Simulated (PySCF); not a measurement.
H₇Si₃, SMILES [SiH2][SiH2][SiH3], multiplicity 2. Geometry optimised at PBE0-D3(BJ)/def2-SVP. The isomer is the one that the SMILES or the coordinates give; other isomers of the formula were not compared.

### Question
Give the equilibrium geometry at PBE0-D3(BJ)/def2-SVP (PySCF confirms it by a frequency run) as bond lengths and angles. (Estimate from the structure and the level; the computed values follow.)

### Answer

Atoms: Si1 Si2 Si3 H4 H5 H6 H7 H8 H9 H10. Bonded distances (Å): Si1–Si2 2.331, Si1–H4 1.496, Si1–H5 1.496, Si2–Si3 2.346, Si2–H6 1.500, Si2–H7 1.497, Si3–H8 1.495, Si3–H9 1.496, Si3–H10 1.495. Angles (°): Si2–Si1–H4 115.6, Si2–Si1–H5 113.6, H4–Si1–H5 110.3, Si1–Si2–Si3 108.3, Si1–Si2–H6 112.1, Si1–Si2–H7 108.6, Si3–Si2–H6 109.7, Si3–Si2–H7 109.9, H6–Si2–H7 108.1, Si2–Si3–H8 111.0, Si2–Si3–H9 109.5, Si2–Si3–H10 109.6, H8–Si3–H9 108.9, H8–Si3–H10 109.1, H9–Si3–H10 108.7.
Charge 0, spin multiplicity 2.
